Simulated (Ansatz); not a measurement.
The cluster AlAs₂⁻, relaxed as a singlet with RKS PBE-D4/def2-TZVPD in Ansatz, starting from the GFN1-xTB geometry. Force threshold 0.02 eV/Å.

The highest occupied level of the charge -1 singlet lies above zero (up to 0.23 eV). By energy differences its removal costs 2.21 eV (vertical, to the charge 0 doublet, at PBE-D4/def2-TZVPD); a positive level beside a positive removal energy at the same level points to self-interaction error. The structure comes from a short search, and lower isomers may exist.

Start:

```xyz
3

Al    1.2297    0.0420    0.6173
As   -0.3156   -1.0587   -0.8310
As   -0.9141    1.0168    0.2138
```

| step | energy (eV) | largest force component (eV/Å) | SCF passes |
| --- | --- | --- | --- |
| 1 | -128259.9587 | 1.550 | 19 |
| 2 | -128260.1856 | 0.421 | 28 |
| 3 | -128260.1983 | 0.011 | 23 |

Force components are those of the run's own axes.

End:

```xyz
3

Al    1.3559    0.0470    0.6810
As   -0.3916   -1.0185   -0.8417
As   -0.9642    0.9715    0.1606
```

By distances, no bond broke or formed. The bond that changes most is Al1–As2, from 2.39 to 2.55 Å (atoms count from 1).

No frequencies were taken in this run, so the end may be a saddle point.

Run time 3.5 s (4 threads of Arm Neoverse V1 on a shared host).
